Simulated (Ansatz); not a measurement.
Ansatz (an electronic-structure program) input for ReF6, SMILES [F][Re+]([F])([F])([F])([F])[F], charge +1, multiplicity 1, B3LYP-D3(BJ)/def2-SVP. 

Ansatz 0.2 input:
```yaml
crystal:
  periodic: [false, false, false]
  atoms:
    - {symbol: Re, position_ang: [0.00000000, -0.00000000, -0.00000000]}
    - {symbol: F, position_ang: [0.00000000, 1.73371882, 0.00000000]}
    - {symbol: F, position_ang: [-0.00000000, -1.73371882, -0.00000000]}
    - {symbol: F, position_ang: [0.00000001, -0.00000000, -1.73371882]}
    - {symbol: F, position_ang: [1.73371882, -0.00000000, -0.00000000]}
    - {symbol: F, position_ang: [-1.73371882, 0.00000000, 0.00000000]}
    - {symbol: F, position_ang: [-0.00000001, 0.00000000, 1.73371882]}
basis:
  gaussian:
    orbitals: def2-SVP
hamiltonian:
  xc: b3lyp
  dispersion: d3bj
total_charge: 1
relax: {f_tol: 0.002, max_steps: 200}
```

Program output:

```
WARN ansatz: RAYON_NUM_THREADS=1 ignored (pool sized by the plan → 1); use --threads N
Functional definition: B3LYP
integrals: 0.07 GiB planned
1177 factors; integrals over basis functions are off by at most 2.9e-4 eV
mean field: 0.60 GiB planned
mean field evaluation 1: about -18389.5969 eV, gradient 1.2e2 eV
mean field evaluation 2: about -18269.0588 eV, gradient 2.9e2 eV
mean field evaluation 4: about -18411.1579 eV, gradient 7.4e0 eV
mean field evaluation 8: about -18411.3757 eV, gradient 8.8e-2 eV
mean field evaluation 16: about -18411.3757 eV, gradient 2.5e-5 eV
mean field -18411.37566797 eV, -676.6055761194 hartree, gradient 2.3e-5 eV, S^2 0.000000; 0 other end points of the search recorded, 0 dependent functions left out
the calculation of the forces begins
reference -18411.37595227 eV, -676.6055865673 hartree; 34, 34 occupied and 82, 82 virtual orbitals, 1177 factors
relax step   1: F+E_penalty+E_count = -18411.60691649 eV  Δ(F+E_penalty+E_count) = +0.000e0 eV  max|allowed force component| = 3.916e0 eV/Å  Δτ_max = 0.0000 Å  (29 SCF iters, accepted)
these checks for a lower state are left out or cut short: starts, cluster_reference, orbital_swaps, neighbouring_geometries, increment
integrals: 0.07 GiB planned
1177 factors; integrals over basis functions are off by at most 2.0e-4 eV
mean field: 0.60 GiB planned
mean field -18412.15873853 eV, -676.6343534316 hartree, gradient 1.3e-5 eV, S^2 0.000000; 0 other end points of the search recorded, 0 dependent functions left out
the calculation of the forces begins
reference -18412.15902552 eV, -676.6343639784 hartree; 34, 34 occupied and 82, 82 virtual orbitals, 1177 factors
relax step   2: F+E_penalty+E_count = -18412.38569628 eV  Δ(F+E_penalty+E_count) = -7.788e-1 eV  max|allowed force component| = 2.502e-1 eV/Å  Δτ_max = 0.0659 Å  (37 SCF iters, accepted)
these checks for a lower state are left out or cut short: starts, cluster_reference, orbital_swaps, neighbouring_geometries, increment
integrals: 0.07 GiB planned
1177 factors; integrals over basis functions are off by at most 2.0e-4 eV
mean field: 0.60 GiB planned
mean field evaluation 32: about -18412.1632 eV, gradient 1.4e-5 eV
mean field -18412.16319433 eV, -676.6345171792 hartree, gradient 1.4e-5 eV, S^2 0.000000; 0 other end points of the search recorded, 0 dependent functions left out
the calculation of the forces begins
reference -18412.16348153 eV, -676.6345277335 hartree; 34, 34 occupied and 82, 82 virtual orbitals, 1177 factors
relax step   3: F+E_penalty+E_count = -18412.38980555 eV  Δ(F+E_penalty+E_count) = -4.109e-3 eV  max|allowed force component| = 1.836e-2 eV/Å  Δτ_max = 0.0051 Å  (32 SCF iters, accepted)
these checks for a lower state are left out or cut short: starts, cluster_reference, orbital_swaps, neighbouring_geometries, increment
integrals: 0.07 GiB planned
1177 factors; integrals over basis functions are off by at most 2.0e-4 eV
mean field: 0.60 GiB planned
mean field -18412.16324483 eV, -676.6345190349 hartree, gradient 1.4e-5 eV, S^2 0.000000; 0 other end points of the search recorded, 0 dependent functions left out
the calculation of the forces begins
reference -18412.16353204 eV, -676.6345295899 hartree; 34, 34 occupied and 82, 82 virtual orbitals, 1177 factors
relax step   4: F+E_penalty+E_count = -18412.38982825 eV  Δ(F+E_penalty+E_count) = -2.270e-5 eV  max|allowed force component| = 1.094e-4 eV/Å  Δτ_max = 0.0004 Å  (32 SCF iters, accepted)
integrals: 0.07 GiB planned
1177 factors; integrals over basis functions are off by at most 2.0e-4 eV
mean field: 0.60 GiB planned
mean field -18412.16324483 eV, -676.6345190349 hartree, gradient 1.4e-5 eV, S^2 0.000000; 1 other end points of the search recorded, 0 dependent functions left out
the calculation of the forces begins
reference -18412.16353204 eV, -676.6345295899 hartree; 34, 34 occupied and 82, 82 virtual orbitals, 1177 factors
Total energy: -18412.39011547 eV, -676.6428563771 hartree
Atom 0 at     0.000000     0.000000    -0.000000 Å, force     0.000000     0.000000     0.000000 eV/Å
Atom 1 at     0.000000     1.805104     0.000000 Å, force     0.000000     0.000109    -0.000000 eV/Å
Atom 2 at    -0.000000    -1.805104    -0.000000 Å, force    -0.000000    -0.000109    -0.000000 eV/Å
Atom 3 at     0.000000    -0.000000    -1.805104 Å, force     0.000000    -0.000000    -0.000109 eV/Å
Atom 4 at     1.805104     0.000000     0.000000 Å, force     0.000109     0.000000    -0.000000 eV/Å
Atom 5 at    -1.805104    -0.000000    -0.000000 Å, force    -0.000109     0.000000     0.000000 eV/Å
Atom 6 at    -0.000000     0.000000     1.805104 Å, force    -0.000000    -0.000000     0.000109 eV/Å
Dipole moment:     0.000000    -0.000000    -0.000000 e Å
```

The run converged.
